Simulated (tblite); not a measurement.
Species: C5H12P2.
Z-matrix (Å and degrees, GFN2-xTB geometry), rows numbered from 1:
```
C 
C   1  1.4904
C   2  1.3258  1  124.80
P   3  1.8201  2  122.74  1  -179.44
C   4  1.8484  3   97.75  2   132.39
C   4  1.8677  3   96.64  2  -128.96
P   6  1.8600  4  108.47  3  -168.66
H   1  1.0898  2  110.00  3   121.58
H   1  1.0878  2  111.28  3     0.73
H   1  1.0899  2  110.15  3  -120.09
H   2  1.0824  1  115.79  3  -179.82
H   3  1.0868  2  120.52  1    -0.03
H   5  1.0887  4  108.61  3   -73.99
H   5  1.0899  4  111.08  3    46.65
H   5  1.0891  4  108.95  3   167.45
H   6  1.0951  4  110.60  3   -48.87
H   6  1.0930  4  108.77  3    71.02
H   7  1.3927  6   95.31  4   -67.25
H   7  1.3951  6   95.81  4  -160.12
```

Method: GFN2-xTB as coded in tblite; computed harmonic values from a numerical Hessian at the method's own geometry, unscaled. The method is semi-empirical: single wavenumbers can be off by several per cent or more. Modes of hydrogen on phosphorus can be 10 to 20 % off. One conformer, not necessarily the lowest.

Harmonic wavenumbers (cm⁻¹): 35.6, 49.5, 100.7, 139.9, 153.0, 165.8, 171.5, 187.8, 252.3, 292.6, 332.0, 402.2, 643.7, 680.8, 688.0, 731.7, 750.8, 779.6, 843.1, 867.1, 887.4, 916.1, 983.0, 987.2, 1032.1, 1048.8, 1101.4, 1119.7, 1136.1, 1209.2, 1279.4, 1313.4, 1396.2, 1397.8, 1435.8, 1446.6, 1473.9, 1479.7, 1687.4, 2267.1, 2335.2, 2908.5, 2937.2, 2976.8, 2981.6, 2998.2, 3003.6, 3011.6, 3012.7, 3034.3, 3058.2.

A = 4107, B = 730.4, C = 668.0 MHz; mass 134.041 u (most abundant isotopes); point group C1, symmetry number 1.

What is the zero-point energy?

Half the sum of the wavenumbers: 33062 cm⁻¹ = 94.53 kcal/mol.

Give the ideal-gas entropy at 350 K and 1 bar in the rigid-rotor, harmonic-oscillator model (classical rotation).

Translation 41.41, rotation 29.94, vibration 40.40: S = 111.8 cal/(mol K).

And Cp and H(350 K) − H(0)?

Cp = 45.07 cal/(mol K), of which vibrations give 37.12 (their classical limit is 51 R = 101.3); H(350 K) − H(0) = 9.80 kcal/mol without the zero-point energy, 7.02 from vibrations.

Blend soft modes into free rotors: weight 1/[1 + (100 cm⁻¹/ν̃)⁴] for the oscillator and the rest for a rotor with moment μB/(μ + B), μ = h/(8π²ν), B = 10⁻⁴⁴ kg m². What vibrational entropy results?

36.73 cal/(mol K) in place of 40.40, which changes −T·S at 350 K by +1.28 kcal/mol.

Which modes carry the vibrational entropy at 350 K?

35.6 cm⁻¹: 5.81; 49.5 cm⁻¹: 5.15; 100.7 cm⁻¹: 3.75; 139.9 cm⁻¹: 3.11; 153.0 cm⁻¹: 2.94; 165.8 cm⁻¹: 2.79 cal/(mol K); the other 45 give 16.84 together.

Hindered rotation and anharmonicity are outside this model. Other conformers, if any are populated, would add a mixing term that is left out. The structure is chiral; the term R ln 2 for an equal mix with its mirror image is left out.
